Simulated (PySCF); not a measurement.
Work out the structure from these simulated measurements.

Formula: C3H10GaNS.

- Polarisability: 100.5 au [wB97X-D/def2-SVPD]
- Rotational structure: rotational constants A, B, C: 3.170, 1.176, 0.942 GHz [PBE0-D3(BJ)/def2-SVP]
- NMR, other nuclei: isotropic shieldings of nuclei other than C and H, by class: -198 (1 N), 556 (1 S), 1408 (1 Ga) ppm [GIAO PBE/pcSseg-1]
- 1H NMR: chemical shifts (computed TMS as zero) by class: 9.12 (1 H), 9.02 (1 H), 4.79 (2 H), 2.40 (6 H) ppm [GIAO PBE/pcSseg-1]
- Valence photoelectron: vertical ionisation energy: 8.00 eV [ΔSCF wB97X-D/def2-SVPD]
- UV, first state: lowest singlet excitation: 3.89 eV (319 nm, f = 0.000) [TDDFT wB97X-D/def2-SVPD]
- Dipole: 3.17 D [wB97X-D/def2-SVPD]
- 13C NMR: chemical shifts (computed TMS as zero) by class: 169.0 (1 C), 24.6 (2 C) ppm [GIAO PBE/pcSseg-1]
- UV, strongest line: among the 10 lowest singlet transitions: S9 at 7.22 eV (172 nm, f = 0.171) [TDDFT wB97X-D/def2-SVPD]

The electronic properties come from PySCF, for the isolated species, density fitting. Levels stand in brackets. One conformer (not necessarily the lowest) at the PBE0-D3(BJ)/def2-SVP geometry, without solvent, vibrations or thermal averaging. Relativistic effects, spin–orbit coupling among them, are left out although an element past zinc is present. NMR values are class means; diastereotopic atoms form classes of their own.

Question: What is the compound? Reason from the data.

Answer: Numbering: `[CH2:1]=[N:2][GaH2-:3][S+:4]([CH3:5])[CH3:6]`. 3 carbons fall into 2 classes; from least to most shielded: C=N carbon [C1] (169.0 ppm), S-methyl carbon [C5/C6] (24.6 ppm, 2 C). Hydrogen classes from least to most shielded: 1 H on a C=N carbon, C1 (9.12 ppm), 1 H on a C=N carbon, C1 (9.02 ppm), 2 H on a gallium bonded to N, S and 2 H, Ga3 (4.79 ppm), 6 H on 2 S-methyl carbons, C5/C6 (2.40 ppm, a mean of values up to 2.4 ppm apart in this geometry). The other shieldings belong to: -198 ppm, C=N nitrogen [N2]; 556 ppm, sulfur bonded to 2 C and Ga [S4]; 1408 ppm, gallium bonded to N, S and 2 H [Ga3]. The first electron is taken from the HOMO, whose largest Löwdin shares are 0.55 on the C=N nitrogen, 0.17 on the C=N carbon, 0.08 on the gallium bonded to N, S and 2 H and 0.07 on a hydrogen on a C=N carbon. The optimised geometry has point group C1 and is an asymmetric top. Structure: `C=[N][GaH2-][S+](C)C`. The assignments are read from this structure; whether some other isomer fits the data as well wasn't checked. NMR values of atoms bound to Ga lack the spin–orbit term that these neighbours bring.

The values belong to the conformer `[CH2:1]=[N:2][GaH2-:3][S+:4]([CH3:5])[CH3:6]`: C1–N2–Ga3–S4 -151°, N2–Ga3–S4–C5 -156°.
